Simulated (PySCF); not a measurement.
# Exercise with solution: oscillator strength and radiative lifetime

SiCl2Br2, SMILES Cl[Si](Cl)(Br)Br.

Coordinates come from a PBE0-D3(BJ)/def2-SVP optimisation.

TDA-LC-ωPBE/def2-SVPD (PySCF) puts the first singlet state with f over 0.02 at 7.41 eV (vertical), with the transition dipole (0.000, 0.000, -0.419) in atomic units.

Task: Find the oscillator strength, the wavelength and the radiative lifetime that this transition would have in vacuum if emission retraced absorption.

Result: 
|μ|² = 0.1756 au, so |μ| = 1.06 D. ΔE = 7.41/27.211 = 0.2723 hartree. f = (2/3) ΔE |μ|² = 0.032 (the program prints 0.032).
λ = 1239.84/7.41 = 167 nm; ν = 59766 cm⁻¹.
Einstein's coefficient A = 0.6670 ν² f s⁻¹ (ν in cm⁻¹) = 7.6e7 s⁻¹, so τ = 1/A = 13 ns. This state is S4; the lower singlets have f = 0.010, 0.000, 0.017. The figure is the radiative limit of this one transition; relaxation, internal conversion, crossing to triplets and a medium change what is measured.
